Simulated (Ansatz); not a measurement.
Total energies of the cluster W₅⁺ from Ansatz at r2SCAN-D4/def2-TZVP, gas phase (1 Eh = 27.2114 eV = 2625.5 kJ/mol). The reference geometry is relaxed at PBE0-D4/def2-SVP.

Cartesian coordinates in Å:
```
W -1.3207 0.7252 1.0569
W 0.1943 1.2683 -0.8169
W 1.0665 -1.0264 -1.0937
W -1.0491 -1.2464 -0.1494
W 1.1089 0.2792 1.0030
```

| state | geometry | energy (Eh) |
| --- | --- | --- |
| charge 1 doublet | reference | -335.32452 |
| charge 0 triplet | reference | -335.51779 |
| charge 1 quartet | relaxed at PBE0-D4/def2-SVP | -335.30803 |

In the def2 sets W takes a core potential; there is no spin–orbit coupling.

Problem. Work out the vertical electron affinity, to the triplet.

Solution. E(charge 1 doublet) − E(charge 0 triplet) = -335.32452 − (-335.51779) = 0.19327 Eh = 5.26 eV.

Problem. Which of the charge 1 states is lowest, and how far above it are the others?

Solution. The doublet. quartet: -335.30803 − (-335.32452) = 0.01649 Eh = 43.3 kJ/mol.

At r2SCAN-D4/def2-TZVP the charge 0 triplet is spin-contaminated (final ⟨S²⟩ up to 2.20, 2.00 for a pure state). 

The structure comes from a short search, and lower isomers may exist.
